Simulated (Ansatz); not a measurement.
Geometry optimisation, UKS PBE/STO-3G in Ansatz 0.2.0.

Input file:

```yaml
crystal:
  periodic: [false, false, false]
  atoms:
    - { symbol: "N", position_ang: [1.5191, -1.1487, 0.5727] }
    - { symbol: C, position_ang: [1.7418, 0.3256, 0.5624] }
    - { symbol: S, position_ang: [1.2605, 1.0594, -1.0606] }
    - { symbol: Al, position_ang: [-0.8638, 1.2916, -0.6381] }
    - { symbol: F, position_ang: [-1.5699, 2.7904, 0.083] }
    - { symbol: Al, position_ang: [-2.4816, -0.5834, -1.1463] }
    - { symbol: H, position_ang: [1.8845, -1.5003, 1.4506] }
    - { symbol: H, position_ang: [0.4739, -1.2229, 0.5989] }
    - { symbol: H, position_ang: [2.8385, 0.5048, 0.7545] }
    - { symbol: H, position_ang: [1.2112, 0.832, 1.4217] }
    - { symbol: H, position_ang: [-1.9142, -1.9529, -1.7433] }
    - { symbol: H, position_ang: [-4.0231, -0.4507, -0.8215] }
magnetization:
  spin_polarized: true
basis:
  gaussian: { orbitals: STO-3G }
hamiltonian:
  xc: pbe
relax:
  f_tol: 0.02
  max_steps: 40
```

Command:

```bash
$ ansatz run input.yaml --threads 1 --pin off --max-ram 2048MiB --backend cpu --events-out ev --progress --plain --runs-dir out
```

Question: Where does it end, and by what steps?

Answer: The run converged. Limits of this set-up: minimal basis. After 27 steps the energy has fallen by 3.163 eV; H12 moved furthest, 1.99 Å. Joined: N1–Al6.

```tsv
step	energy less start (eV)	largest force component (eV/Å)	accepted
0	0.0000	3.027	yes
1	-0.5687	3.485	yes
2	-0.7545	2.215	yes
3	-0.8577	0.471	yes
4	-0.8677	0.296	yes
5	-0.8769	0.174	yes
6	-0.8807	0.090	yes
7	-0.8939	0.442	yes
8	-0.9077	0.837	yes
9	-0.9604	0.759	yes
10	-1.0480	0.402	yes
11	-1.0996	0.332	yes
12	-1.1984	0.284	yes
13	-1.2984	0.895	yes
14	-1.4850	1.013	yes
15	-1.7018	0.595	yes
16	-2.0293	0.761	yes
17	-2.4336	0.727	yes
18	-2.7915	0.623	yes
19	-2.9464	1.019	yes
20	-3.0297	0.604	yes
21	-3.0650	0.692	yes
22	-3.0889	0.815	yes
23	-3.1409	0.283	yes
24	-3.1526	0.349	yes
25	-3.1624	0.103	yes
26	-3.1616	0.175	no
27	-3.1631	0.018	yes
```

```xyz
12
Properties=species:S:1:pos:R:3
N 0.204 -0.815 0.664
C 1.377 0.226 0.453
S 0.846 1.956 0.433
Al -0.908 1.590 -0.835
F -1.529 3.034 -1.346
Al -1.248 -0.715 -0.723
H 0.661 -1.774 0.740
H -0.177 -0.639 1.642
H 1.846 -0.115 -0.501
H 2.121 0.051 1.265
H -0.680 -1.601 -1.820
H -2.435 -1.253 0.061
```

Run time: 97 s on 1 thread of Intel(R) Xeon(R) 6975P-C (Granite Rapids), on a shared host, peak memory 0.23 GiB.
